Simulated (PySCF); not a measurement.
CH3F3Si, SMILES FC[SiH](F)F.

Coordinates come from a ωB97X-D3(BJ)/def2-SVP optimisation. The values are those of a single conformer.

Two levels are set side by side: PBE/def2-TZVP (PySCF) and PBE0/def2-TZVP (PySCF). Same geometry, gas phase. Differences are taken from unrounded values.

```tsv
quantity	PBE0	PBE	PBE minus PBE0
orbital gap (eV)	9.20	6.61	-2.59
highest occupied level (eV)	-9.16	-7.55	1.61
lowest empty level (eV)	0.04	-0.94	-0.98
dipole moment (D)	2.93	2.71	-0.22
mean polarisability (bohr³)	35.4	37.2	1.8
```

PBE's occupied levels lie high since its potential decays too fast outside the molecule; exact exchange lowers them and widens the gap. Loosely held outer electrons make PBE densities more polarisable. Differences between two approximate levels are no errors against the true value.

Rough cost on one machine, each run with all the roots and properties that it gave: PBE0 against PBE within a factor of 2.
